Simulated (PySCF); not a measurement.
Isomers of C8H4F4O, one GFN2-xTB conformer each. Single-point energies are computed at PBE0/pcSseg-1 (PySCF, gas phase, no added dispersion term), electronic only.

```
                  SMILES  GFN2-xTB relative energy (kcal/mol)
  O=C(F)c1ccccc1C(F)(F)F                                  3.9
O=C(F)c1cccc(C(F)(F)F)c1                                  0.1
O=C(F)c1ccc(C(F)(F)F)cc1                                  0.0
```

Conformers: `[O:1]=[C:2]([F:3])[c:4]1[cH:5][cH:6][cH:7][cH:8][c:9]1[C:10]([F:11])([F:12])[F:13]` with O1–C2–C4–C5 180°; `[O:1]=[C:2]([F:3])[c:4]1[cH:5][cH:6][cH:7][c:8]([C:9]([F:10])([F:11])[F:12])[cH:13]1` with O1–C2–C4–C5 0°; `[O:1]=[C:2]([F:3])[c:4]1[cH:5][cH:6][c:7]([C:8]([F:9])([F:10])[F:11])[cH:12][cH:13]1` with O1–C2–C4–C5 0°.

Question: What does PBE0/pcSseg-1 give for the same structures?

Answer: 
| SMILES | PBE0/pcSseg-1 E (Eh) | PBE0/pcSseg-1 (kcal/mol) | GFN2-xTB (kcal/mol) | point group |
| --- | --- | --- | --- | --- |
| O=C(F)c1cccc(C(F)(F)F)c1 | -781.00425 | 0.0 | 0.1 | near Cs |
| O=C(F)c1ccc(C(F)(F)F)cc1 | -781.00400 | 0.2 | 0.0 | C1 |
| O=C(F)c1ccccc1C(F)(F)F | -780.99324 | 6.9 | 3.9 | Cs |

GFN2-xTB puts O=C(F)c1ccc(C(F)(F)F)cc1 lowest instead; measured from each level's own lowest isomer, the values differ by up to 3.0 kcal/mol (O=C(F)c1ccccc1C(F)(F)F: 3.9 against 6.9). Neighbours under 2.5 kcal/mol apart (O=C(F)c1cccc(C(F)(F)F)c1 and O=C(F)c1ccc(C(F)(F)F)cc1) can change places with a better method, another conformer or zero-point energy.

Question: Which frontier levels, dipoles and rotational constants go with these structures?

Answer: 
```
                  SMILES  HOMO (eV, PBE0/pcSseg-1)  LUMO (eV)  dipole (D)       A, B, C (MHz)
O=C(F)c1cccc(C(F)(F)F)c1                     -8.61      -2.44        3.13  1513, 477.5, 387.4
O=C(F)c1ccc(C(F)(F)F)cc1                     -8.59      -2.59        1.19  2308, 369.3, 337.0
  O=C(F)c1ccccc1C(F)(F)F                     -8.61      -2.52        5.59  1012, 853.2, 504.1
```
